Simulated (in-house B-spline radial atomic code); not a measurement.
Values are calculated unless marked as measured or tabulated.
# Making a Troullier-Martins d channel for Sn, r_c = 1.0 bohr

Sn, [Kr] 4d10 5s2 5p2, non-relativistic PBE, spherical and spin-unpolarised, from a B-spline radial code for spherical atoms (atomic units). The all-electron 4d level is ε = -1.002429 hartree, its outermost node lies just inside 0.40 bohr and its outer maximum at 0.89 bohr.

Inside r_c the pseudo-orbital is u(r) = r^3 exp(p(r)), with p = c0 + c2 r² + c4 r⁴ + … + c12 r¹². The seven coefficients follow from p and its first four derivatives at r_c, from zero curvature of the screened potential at the origin, c4 = −c2²/(2l + 5), and from the norm inside r_c. At r_c the all-electron orbital has P = 1.012294, P' = -0.4592015, the screened potential V = -5.400827, V' = 13.2585, V'' = -43.17793, and the norm inside is Q = 0.4784322.

(1) What are p, p' and p'' at r_c?

For a trial c2 the five matching conditions are linear in c0, c6, c8, c10 and c12, and c2 is varied until the norm inside r_c equals Q. The root nearest zero gives:

| n | c_n |
| --- | --- |
| 0 | 2.221296 |
| 2 | -2.474667 |
| 4 | -0.6804421 |
| 6 | 2.375568 |
| 8 | -2.368082 |
| 10 | 1.176918 |
| 12 | -0.2383712 |

(2) Check c4 and p(r_c), and find the screened pseudopotential at the origin.

Orbitals and screened potentials:

```tsv
r (bohr)	P	u	V all-electron	V pseudo
0.1	-0.2967	0.008993	-330.8	-18.32
0.25	-0.4932	0.1231	-84.56	-18.01
0.4	0.05036	0.3935	-37.39	-16.65
0.55	0.6089	0.7158	-20.18	-13.95
0.7	0.9319	0.9495	-12.36	-10.65
0.85	1.039	1.04	-7.984	-7.716
1.0	1.012	1.012	-5.401	-5.401
```

Logarithmic derivatives P'/P at R = 1.3 bohr, for energies E around ε:

```csv
E − ε (hartree),all-electron,pseudo
-0.5,-0.082067,-0.0826672
-0.25,-0.494396,-0.494606
-0.1,-0.785014,-0.78507
0,-1.00169,-1.00171
0.1,-1.24044,-1.24052
0.25,-1.64919,-1.64959
0.5,-2.51675,-2.51895
```

(3) With P(R) = 0.8023494 and a norm of 0.7310258 inside R, what slope in energy does norm conservation fix?

## Answers

(1) p = ln(P/r_c^3) = ln(1.012294/1) = 0.01222. p' = P'/P − 3/r_c = -0.45362 − 3.00000 = -3.45362. The radial equation gives p'' = 2(V − ε) − 2(3) p'/r_c − p'² = -8.79680 − (-20.72174) − 11.92752 = -0.00257. Differentiating, p''' = 2V' + 2(3)p'/r_c² − 2(3)p''/r_c − 2p'p'' = 5.7929, and p'''' = 2V'' − 4(3)p'/r_c³ + 4(3)p''/r_c² − 2(3)p'''/r_c − 2p''² − 2p'p''' = -39.688.

(2) −c2²/9 = -0.680442, as listed. The terms c_n r_c^n are 2.22130, -2.47467, -0.68044, 2.37557, -2.36808, 1.17692, -0.23837, which sum to 0.01222. Inverting the radial equation, V_l(r) = ε + 3 p'/r + (p'' + p'²)/2, so V_l(0) = ε + (2l + 3) c2 = -1.002429 + 7 × (-2.47467) = -18.3251 hartree, finite where the all-electron potential diverges.

(3) d(P'/P)/dE = −2 × (norm inside R)/P(R)² = -2.2711 per hartree·bohr at E = ε, for both atoms, since orbital and norm agree at R. Differences over ±0.1 hartree give -2.2771 (all-electron) and -2.2772 (pseudo), which also hold third-order terms. Half a hartree below ε the two curves differ by -0.0006.
